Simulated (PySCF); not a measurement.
Dipole response of Os³⁺ (osmium, charge +3)

[Xe] 4f14 5d5, high-spin 6S determinant. Calculation: PySCF 2.14, in aug-cc-pVTZ-PP with one added diffuse shell each of s, p, d, f, g type with ECP60MDF (7s7p6d4f3g, 113 functions); scalar relativity through the core potential. Coupled (time-dependent) response in atomic units; α is the mean over directions.

```
method  mean α (bohr³)  C₆ (like pair)  S(−4)
  PBE0           6.921           37.36  10.88
```

S(−4) is the Cauchy moment in α(ω) = α(0) + S(−4) ω² + …

α(iu) at PBE0:

```
u (hartree)  α(iu) (bohr³)
          0          6.921
     0.0500          6.894
      0.100          6.815
      0.200          6.529
      0.300          6.132
      0.500          5.257
      0.750          4.288
       1.00          3.523
       1.50          2.458
       2.00          1.785
       3.00          1.038
       5.00         0.4596
```

A single London oscillator, α(iu) = α/(1 + u²/ω²), gives C₆ = (3/4) ω α². Matching the computed C₆ needs ω = 4 × 37.36 / (3 × 6.921²) = 1.04 hartree.

For an ion, C₆ is the dispersion term alone; charge-induced terms of lower order in 1/R come first.

Energies and moments cover only the electrons outside the core potential. Spin-orbit coupling, which splits the p, d and f shells strongly at this Z, is absent.
